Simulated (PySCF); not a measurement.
# Computed vibrations of [Er(NO2)]2+

[Er(NO2)]2+ (singlet in the valence; each metal's 4f electrons, 11 of them, lie in its core potential, out of spins and levels). PySCF 2.14.0, RKS PBE0, Er lcecp-1-SVP with ECP57, O def2-SVP, N def2-SVP; non-relativistic Hamiltonian with scalar-relativistic core potentials where named; density fitting; no spin-orbit coupling. Central differences of gradients.

```xyz
4

Er    0.0000    0.0000   -0.4555
O     1.0372    0.0000    1.4207
O    -1.0372    0.0000    1.4207
N     0.0000    0.0000    2.1518
```

Run from Python with OMP_NUM_THREADS=2. Where DIIS fails, smearing, a level shift and second-order steps follow.
It took 20 s on 2 threads of Intel(R) Xeon(R) Platinum 8488C (Sapphire Rapids), with other jobs on the host.

Problem. What are the harmonic wavenumbers and infrared intensities?

Solution. Modes are labelled in C2v; negative numbers are unstable modes, those under 60 cm⁻¹ near the noise; a finer grid moves soft modes by up to 10 cm⁻¹.
```tsv
cm⁻¹	km/mol	symmetry
214	3.8	b1
236	14.0	b2
369	29.3	a1
884	26.2	a1
1179	310.6	b2
1337	36.4	a1
```

Problem. Is this a minimum?

Solution. Yes. Ideal gas at 298.15 K and 1 bar: S = 309.4 J/(mol K), Cp = 58.4 J/(mol K), H − H(0 K) = 13.8 kJ/mol (rigid rotor, harmonic modes, spin degeneracy alone, that of the 4f electrons in the core included).

An lcecp potential fixes the number of 4f electrons, so in runs with it no electron can move into or out of that shell.
